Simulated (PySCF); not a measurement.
Gd: excitation energy

Gd [Xe] 4f7 5d1 6s2 (9D) → Gd [Xe] 4f8 6s2 (7F), as a difference of total energies. All numbers are calculated (PySCF 2.14, scalar relativity by spin-free X2C-1e, in ANO-R2 (8s6p5d3f1g, 81 functions)). Correlated levels: valence: [Kr] 4d10 frozen; valence and next inner shell: [Ar] 3d10 frozen. The calculations carry no spin-orbit coupling.

Order these methods by the excitation energy they give, lowest first.
A. MP2 (valence)
B. UHF
C. SCS-MP2 (valence)
D. PBE

D (-0.092 eV), A (1.734 eV), C (1.760 eV), B (4.553 eV).

Errors of the correlated levels include the incompleteness of this basis and the frozen core.

For comparison: 1.500 eV (measured; NIST levels, between the centres of gravity of the two terms).
